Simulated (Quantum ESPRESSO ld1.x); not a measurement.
The run below uses ld1.x (Quantum ESPRESSO 7.5).

```
 &input
    atom='Rh',
    iswitch=1,
    rel=2,
    dft='SLA-VWN',
    config='[Ne] 3s2 3p3 4s0 3d0 4p0',
    rel_dist='energy',
    verbosity='high',
    lsmall=.true.,
    prefix='ld1',
    max_out_wfc=37,
    file_charge='ld1.rho',
 /
```

Output (excerpt):

```
     Program LD1 v.7.5 starts

     --------------------------- All-electron run ----------------------------

     dirac relativistic calculation

     atomic number is 45.00
     dft =SLA-VWN   lsd =0 sic =0 latt =0  beta=0.20 tr2=1.0E-14
     Exchange-correlation= SLA-VWN
                           (   1   2   0   0   0   0   0)
     mesh =2053 r(mesh) = 100.41760 a.u. xmin = -8.00 dx = 0.00800
     1 Ry =  13.60569312 eV, c = 137.03599908

     n l j   nl                  e(Ry)          e(Ha)          e(eV)
     Spin orbit split results
     1 0 0.5 1S 1( 2.00)   -1804.819378141    -902.409689071 -24555.8186014
     2 0 0.5 2S 1( 2.00)    -355.394171907    -177.697085954  -4835.3840407
     2 1 0.5 2P 1( 2.00)    -338.582846234    -169.291423117  -4606.6543026
     2 1 1.5 2P 1( 4.00)    -327.709873498    -163.854936749  -4458.7199722
     3 0 0.5 3S 1( 2.00)    -134.516931574     -67.258465787  -1830.1960908
     3 1 0.5 3P 1( 2.00)    -128.569225220     -64.284612610  -1749.2734234
     3 1 1.5 3P 1( 1.00)    -125.976305975     -62.988152987  -1713.9949599
     4 0 0.5 4S 1( 0.00)     -69.530856337     -34.765428169   -946.0154939
     3 2 1.5 3D 1( 0.00)    -117.146375210     -58.573187605  -1593.8576316
     3 2 2.5 3D 1( 0.00)    -116.551092549     -58.275546274  -1585.7583984
     4 1 0.5 4P 1( 0.00)     -67.057824520     -33.528912260   -912.3681819
     4 1 1.5 4P 1( 0.00)     -66.078036821     -33.039018411   -899.0374912
     Averaged results
     1 0     1S 1( 2.00)   -1804.819378141    -902.409689071 -24555.8186014
     2 0     2S 1( 2.00)    -355.394171907    -177.697085954  -4835.3840407
     2 1     2P 1( 6.00)    -331.334197744    -165.667098872  -4508.0314157
     3 0     3S 1( 2.00)    -134.516931574     -67.258465787  -1830.1960908
     3 1     3P 1( 3.00)    -126.840612390     -63.420306195  -1725.7544477
     4 0     4S 1( 0.00)     -69.530856337     -34.765428169   -946.0154939
     3 2     3D 1( 0.00)    -116.789205613     -58.394602807  -1588.9980917
     4 1     4P 1( 0.00)     -66.404632721     -33.202316360   -903.4810547

     final scf error:  3.2E-15 reached in  14 iterations

     Etot =   -8224.648230 Ry,   -4112.324115 Ha, -111902.039865 eV

     Ekin =    8629.341739 Ry,    4314.670870 Ha,  117408.175555 eV
     Encl =  -18005.585201 Ry,   -9002.792601 Ha, -244978.466747 eV
     Eh   =    1318.965411 Ry,     659.482705 Ha,   17945.438619 eV
     Exc  =    -167.370179 Ry,     -83.685089 Ha,   -2277.187292 eV
```

Run on one thread of a shared host, so times are rough (Intel(R) Xeon(R) Processor @ 2.60GHz): 0.6 s of CPU time, 0.64 s wall, 14 iterations on 2053 mesh points.
